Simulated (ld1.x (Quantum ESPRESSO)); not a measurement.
**Configuration tests for praseodymium (Pr) (TM)**

praseodymium (Pr), norm-conserving Troullier–Martins (Kleinman–Bylander form), made with ld1.x (Quantum ESPRESSO) 7.5 (PBE, scalar-relativistic). Core [Kr] 4d10 5s2, reference 4f3 5p6 5d0 6s2 6p0. Waves: 5p (bound): rc 2.50 bohr; 5d (bound, empty): rc 2.90 bohr; 4f (bound): rc 1.85 bohr; 6s (bound): rc 3.05 bohr. Local part: the s channel. Core correction: a·sin(br)/r model core inside 1.00 bohr.

Energies are relative to the spin-unpolarised reference configuration 4f3 5p6 5d0 6s2 6p0; without spin polarisation the order of configurations can differ from experiment. Not all tests gave a result: 1 of 7 tests not solved or not reliable.

```tsv
valence configuration	charge	ΔE all-electron (eV)	error AE − PS (meV)
4f2 5p6 5d0 6s0 6p0	+3	37.925	-344
4f2 5p6 5d0 6s2 6p0	+1	7.528	-219
4f4 5p6 5d0 6s0 6p0	+1	8.651	-477
4f2 5p6 5d1 6s2 6p0	0	1.139	-231
```

Question: What are ΔE and the potential's error for 4f3 5p6 5d0 6s1.5 6p0?

Answer: ΔE = 2.282 eV all-electron; the error (AE − PS) is -0.5 meV.

Question: What are ΔE and the potential's error for 4f3 5p6 5d0 6s0 6p0?

Answer: ΔE = 16.346 eV all-electron; the error (AE − PS) is -20 meV.
